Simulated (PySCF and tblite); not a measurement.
2 diastereomers of C4H4FNO, numbered alike:

```tsv
isomer	SMILES	descriptors (one enantiomer)
A	[N:1]#[C:2][C@@H:3]1[CH2:4][C@H:5]([F:6])[O:7]1	3S, 5S
B	[N:1]#[C:2][C@H:3]1[CH2:4][C@H:5]([F:6])[O:7]1	3R, 5S
```

Each isomer is a Boltzmann average at 298.15 K over at most 6 conformers: GFN2-xTB geometries, energies PBE0/pcSseg-1 (D3(BJ) added where defined), GIAO shieldings PBE0/pcSseg-1, GFN2-xTB thermal terms. Programs: PySCF with density fitting and tblite.

Task: What shifts does each isomer give (ppm; of two unlike H on one atom, a is the less shielded)?

Result: 
A: ¹H (against TMS): 6.15 (H5, 1H), 4.98 (H3, 1H), 3.25 (H4a, 1H), 2.93 (H4b, 1H). ¹³C (against TMS): 122.0 (C2), 115.4 (C5), 62.5 (C3), 39.4 (C4). ¹⁹F (against CFCl3): -111.8 (F6). ¹⁵N (against NH3): 316.3 (N1).

B: ¹H (against TMS): 6.30 (H5, 1H), 5.28 (H3, 1H), 3.11 (H4a, 1H), 3.11 (H4b, 1H). ¹³C (against TMS): 123.0 (C2), 116.5 (C5), 63.4 (C3), 40.0 (C4). ¹⁹F (against CFCl3): -115.4 (F6). ¹⁵N (against NH3): 317.0 (N1).

Unscaled ¹⁹F and ¹⁵N shifts at such levels can be off by tens of ppm; differences between conformers or isomers are more reliable. Shifts are unscaled: against experiment ¹³C can be off by 15 ppm or more and ¹H by 0.8 ppm.


¹⁵N shifts are against a computed isolated NH3 molecule, about 20 ppm from the liquid.